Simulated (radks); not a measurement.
Values are calculated unless marked as measured or tabulated.
Neutral gallium inside a hard spherical wall (all orbitals vanish at R), configuration held at [Ar] 3d10 4s2 4p1 and not refilled when levels cross. Code: a radial shooting solver on a logarithmic mesh with Libxc functionals. Model: scalar-relativistic Kohn-Sham, PBEsol, spin-polarised, spherical densities, finite nucleus; open shells are filled with parallel spins first; Fermi nuclear charge, rms radius 3.9973 fm. Eigenvalues in eV for spin up, with the zero of energy where the potential of the charges vanishes at infinity; a dash marks a level that is unbound or too diffuse for the functional's potential to be trusted. A positive occupied level is held by the wall or, in an anion where self-interaction has pushed it up, behind a barrier. The pressure on the wall is -dE/dV.

R (bohr)	E (hartree)	kinetic (hartree)	e(3p)	e(3d)	e(4s)	e(4p)	e(5s, empty)	e(5p, empty)	pressure (GPa)
free	-1942.45562	1975.258	-98.614	-19.116	-9.233	-2.872	-	-	0
12	-1942.45550	1975.260	-98.595	-19.097	-9.219	-2.857	0.029	1.421	0.00181
8	-1942.45115	1975.286	-98.306	-18.812	-9.010	-2.584	2.267	5.297	0.151
4	-1942.13668	1976.571	-93.141	-13.797	-4.142	4.582	31.649	41.100	59.9
3.5	-1941.83481	1977.642	-90.373	-11.130	-0.600	9.378	48.475	59.808	164
3	-1941.17101	1979.877	-85.745	-6.640	6.368	18.330	77.918	91.642	512
1.5	-1917.49253	2051.576	-16.431	68.342	184.79	211.87	572.00	585.20	70100
